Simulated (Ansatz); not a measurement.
Consider the ligand exchange at a B–C bond: `C=C(F)B(O)F` + HBr → `OB(F)Br` + `C=CF`.

Computed with Ansatz on PBE0-D4/def2-TZVP structures; ΔE is electronic, products minus reactants. CCSD(T)/CBS is the MP2 limit (def2-TZVPP, def2-QZVPP) plus CCSD(T) − MP2 in def2-TZVPP, frozen cores. For Br outer-core shells are correlated without core-valence functions, which leaves a few kJ/mol of doubt a bond. Scalar relativity is left out up to krypton. Each species was taken in one conformer, which may not be the lowest.

```csv
level,ΔE (kJ/mol)
MP2/def2-TZVPP,-60.1
CCSD/CBS(def2),-55.5
```

**Question.** What does CCSD(T)/CBS give? (An estimate is asked.)

**Answer.** Computed: -55.6 kJ/mol. The listed levels differ from it by -4.5, 0.1 kJ/mol.

Largest T1 diagnostic among the species: 0.013.
